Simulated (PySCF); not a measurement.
Diatomic cations of Be with the alkali metals

CCSD(T) with double-zeta basis sets in PySCF, for the lowest determinant that a PBE0 search found; no spin–orbit coupling. De refers to high-spin ground-configuration atoms (the charge goes to the atom of lower measured ionisation energy or higher electron affinity, which is not always the lowest computed limit).

| M | basis | reference, frozen orbitals | charged atom | state (unpaired electrons) | Re (Å) | ωe (cm⁻¹) | De (eV) |
| --- | --- | --- | --- | --- | --- | --- | --- |
| Li | aug-cc-pVDZ | RHF, 0 | Li+ | singlet (closed shell) | 2.591 | 302 | 0.58 |
| Na | cc-pVDZ | RHF, 1 | Na+ | singlet (closed shell) | 3.054 | 183 | 0.32 |
| K | def2-SVPD | RHF, 5 | K+ | singlet (closed shell) | 3.688 | 115 | 0.15 |
| Rb | def2-SVP | RHF, 0 | Rb+ | singlet (closed shell) | 3.907 | 92.7 | 0.11 |
| Cs | def2-SVPD | RHF, 0 | Cs+ | singlet (closed shell) | 4.154 | 82.8 | 0.10 |

The shortest bond is that of LiBe⁺ (2.591 Å), the longest that of CsBe⁺ (4.154 Å).

The rows differ in basis set, which adds steps of its own.

Down a group the atoms grow and get heavier, so bonds lengthen and wavenumbers fall; this series shows no clear exception.

Correlated steps freeze the inner cores (0 to 5 orbitals); shallow outer-core shells are correlated. Weak bonds: CsBe⁺, KBe⁺, NaBe⁺, RbBe⁺. Basis-set superposition, not corrected here, can be much of De in a small basis, most of all at correlated wavefunction levels. Spin–orbit coupling is left out. For an ion De counts to the pair picked by the measured ionisation energies or electron affinities, which need not be the lowest pair at this level.
